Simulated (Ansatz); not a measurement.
One geometry of [Li(H2O)4]+ (LiO₄H₈⁺), several levels of theory.

```yaml
crystal:
  periodic: [false, false, false]
  atoms:
    - {symbol: Li, position_ang: [-0.002269, 0.000669, 0.002196]}
    - {symbol: O, position_ang: [0.108653, 0.389820, 1.885999]}
    - {symbol: H, position_ang: [-0.462485, 0.024817, 2.575505]}
    - {symbol: H, position_ang: [0.773139, 0.908332, 2.359305]}
    - {symbol: O, position_ang: [1.770796, -0.389782, -0.642817]}
    - {symbol: H, position_ang: [2.177069, -0.016941, -1.437070]}
    - {symbol: H, position_ang: [2.469165, -0.911295, -0.224891]}
    - {symbol: O, position_ang: [-0.725329, 1.514229, -0.945713]}
    - {symbol: H, position_ang: [-1.127976, 1.542615, -1.824035]}
    - {symbol: H, position_ang: [-0.841727, 2.404779, -0.587471]}
    - {symbol: O, position_ang: [-1.154448, -1.513963, -0.298140]}
    - {symbol: H, position_ang: [-2.120138, -1.555119, -0.302122]}
    - {symbol: H, position_ang: [-0.864451, -2.398150, -0.560756]}
basis:
  gaussian: {orbitals: def2-TZVP, initial_orbitals: start.molden}
total_charge: 1
hamiltonian: {xc: {text: "exchange = 0.85*pbe_x + 0.15*exact_x\ncorrelation = pbe_c"}}
scf: {omitted_lower_state_checks: [starts]}
output: {orbitals: {seedname: orbitals}}
```

The file start.molden holds the orbitals of an earlier run on this structure, at another level or in another basis.

```sh
$ ansatz run in.yaml --threads 4 --pin off --events-out ev --progress --plain --max-ram 3916MiB
```

Shortened log:

```
Functional definition: unnamed
1085 factors; their error is unknown
mean field evaluation 1: about -8515.5967 eV, gradient 4.1e0 eV
mean field evaluation 2: about -8515.6117 eV, gradient 1.5e-2 eV
mean field evaluation 4: about -8515.6084 eV, gradient 1.7e-4 eV
mean field -8515.60843952 eV, -312.9428380655 hartree, gradient 1.5e-5 eV, S^2 0.000000; 0 other end points of the search recorded, 0 dependent functions left out
reference -8515.60847650 eV, -312.9428394247 hartree; 21, 21 occupied and 165, 165 virtual orbitals, 1085 factors
Total energy: -8515.60847650 eV, -312.9428394247 hartree
Checks for a lower state left out: starts
```

Hardware: 4 threads of Arm Neoverse V1 on a shared host. Wall time 1.6 s.

First input, but with `hamiltonian: {xc: {name: PBE-QIDH}}` and without the key `output` (abridged; 2.9 s):

```
Functional definition: PBE-QIDH
mean field -8504.22518982 eV, -312.5245113551 hartree, gradient 9.9e-7 eV, S^2 0.000000
4 core orbitals not correlated: weight in the atoms' cores, before any rotation towards them, 1.000 or more for the frozen orbitals, at most 0.000 for the correlated occupied ones
second order -31.58309578 eV of doubles, -0.00000000 eV of singles
Total energy: -8514.75290054 eV, -312.9113975882 hartree
Checks for a lower state left out: starts
```

First input, but with `hamiltonian: {xc: pbe}`, `correlation: {method: rpa}` and without the key `output` (abridged; 3 s):

```
Functional definition: PBE
mean field -8515.47400572 eV, -312.9378977145 hartree, gradient 1.1e-6 eV, S^2 0.000000
4 core orbitals not correlated: weight in the atoms' cores, before any rotation towards them, 1.000 or more for the frozen orbitals, at most 0.000 for the correlated occupied ones
Total energy: -8523.48237113 eV, -313.2321997152 hartree
Checks for a lower state left out: starts
```

As the first input, with `hamiltonian: {xc: {name: revPBE}, dispersion: d4}` (abridged; 1.3 s):

```
Functional definition: revPBE
mean field -8522.38042635 eV, -313.1917039916 hartree, gradient 2.2e-5 eV, S^2 0.000000
Total energy: -8522.72133109 eV, -313.2042320097 hartree
Checks for a lower state left out: starts
```

The first input with `hamiltonian: {xc: {name: wB97M-V}}` (abridged; 6 s):

```
Functional definition: wB97M-V
mean field -8521.88229581 eV, -313.1733980319 hartree, gradient 1.2e-5 eV, S^2 0.000000
Total energy: -8521.88234793 eV, -313.1733999472 hartree
Checks for a lower state left out: starts
```

First input, but with `hamiltonian: {xc: {text: "exchange = 0.95*pbe_x + 0.05*exact_x\ncorrelation = pbe_c"}}` (abridged; 1.6 s):

```
Functional definition: unnamed
mean field -8515.51122509 eV, -312.9392655012 hartree, gradient 1.5e-5 eV, S^2 0.000000
Total energy: -8515.51126713 eV, -312.9392670461 hartree
Checks for a lower state left out: starts
```

As the first input, with `hamiltonian: {xc: {name: CAM-B3LYP}, dispersion: d4}` (abridged; 1.8 s):

```
Functional definition: CAM-B3LYP
mean field -8522.27669967 eV, -313.1878921062 hartree, gradient 1.4e-5 eV, S^2 0.000000
Total energy: -8522.38217507 eV, -313.1917682557 hartree
Checks for a lower state left out: starts
```

Geometry: r2SCAN-D4/def2-SVP.

Correlated methods freeze 4 core orbitals; core or outer-core shells of Li are correlated, in sets that lack core-valence functions.
